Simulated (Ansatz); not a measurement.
A nudged elastic band was laid between two geometries of C$_{2}$H$_{5}$NSi (9 atoms, charge 0, multiplicity 1).

The calculation used Ansatz 0.2.0, RKS revPBE/def2-SVP.

```yaml
movable_images: 7
climbing_image: from the first iteration
spring: 5.0 eV/Å²
optimiser: lbfgs
start_path: through a guess of the saddle point
force_threshold: 0.05 eV/Å
iteration_limit: 60
end_points: relaxed
```

Image 0:

```xyz
9
Properties=species:S:1:pos:R:3
C -1.265 0.729 -0.556
Si 0.014 -0.691 -0.788
C 1.044 -0.774 0.711
N 1.566 -1.261 1.709
H -1.830 0.590 0.388
H -1.995 0.688 -1.390
H -0.797 1.734 -0.551
H 1.045 -0.293 -1.824
H 2.219 -0.721 2.300
```

Image 8:

```xyz
9
Properties=species:S:1:pos:R:3
C -1.111 0.668 -0.407
Si 0.087 -0.821 -0.642
C 1.086 -0.994 1.056
N 1.373 -1.443 2.133
H -1.873 0.443 0.367
H -1.646 0.798 -1.373
H -0.624 1.634 -0.168
H 1.223 -0.259 -1.497
H 1.485 -0.026 0.529
```

(1) What changes between the two ends?

(2) Give the energies along the band, and the barrier.

(3) What is the geometry of the highest image?

The band took 56 iterations and roughly 10 core-minutes.

## Answers

(1) Bonds broken: N4–H9. Bonds formed: C3–H9.

(2) The forces met the threshold. The highest image is number 5 of 0 to 8, 165.7 kJ/mol above the first end and 77.6 kJ/mol above the last; the last end lies 88.0 kJ/mol above the first. The order of the stationary point at the top wasn't checked. The orbitals stay closed-shell, which can raise the energy where a bond breaks towards radicals; this wasn't checked here.

```csv
image,path coordinate (Å),energy (kJ/mol),N4–H9 (Å),C3–H9 (Å)
0,0.00,0.0,1.03,1.98
1,0.30,3.2,1.03,1.94
2,0.61,15.7,1.04,1.85
3,0.93,45.7,1.05,1.68
4,1.24,108.7,1.12,1.42
5,1.57,165.7,1.41,1.19
6,1.99,116.0,1.87,1.13
7,2.42,90.1,2.12,1.16
8,2.85,88.0,2.14,1.17
```

(3) 
```xyz
9
Properties=species:S:1:pos:R:3
C -1.167 0.702 -0.474
Si 0.045 -0.779 -0.762
C 0.998 -1.012 0.881
N 1.506 -1.468 1.911
H -1.777 0.558 0.441
H -1.871 0.699 -1.334
H -0.685 1.700 -0.438
H 1.209 -0.197 -1.560
H 1.743 -0.202 1.335
```

Run time: 5.1 min on 2 threads of AMD EPYC 7R43 64-Core Processor (Zen 3), with other jobs on the host, peak memory 0.14 GiB.
